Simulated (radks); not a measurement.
Q: The mean radii <r> (bohr) of the occupied orbitals of an atom or ion are listed with their occupations. Calculated with a radial shooting solver on a logarithmic mesh with Libxc functionals: Dirac Kohn-Sham, BLYP, spin-unpolarised, spherical densities, finite nucleus; Fermi nuclear charge, rms radius of each element as measured or else 0.836 A^(1/3) + 0.57 fm.

orbital  occ.      <r>
1s1/2       2  0.01966
2s1/2       2  0.08275
2p1/2       2  0.06871
2p3/2       4  0.07622
3s1/2       2   0.2162
3p1/2       2   0.2060
3p3/2       4   0.2200
3d3/2       4   0.1934
3d5/2       6   0.1977
4s1/2       2   0.4808
4p1/2       2   0.4863
4p3/2       4   0.5154
4d3/2       4   0.5292
4d5/2       6   0.5385
4f5/2       6   0.5667
4f7/2       2   0.5712

Name the element and its charge. Open shells, if any, fill j = l - 1/2 first.

A: Z = 70, ytterbium, charge +16: Yb16+ in [Kr] 4d10 4f8. The 1s radius gives Z: for a bare nucleus <r> = (2 gamma + 1)/(2Z) with gamma = sqrt(1 - (Z/c)^2), 0.01942 bohr for Z = 70, and screening makes it slightly larger (0.01966 here). The occupations add up to 54, and the charge is Z minus that.
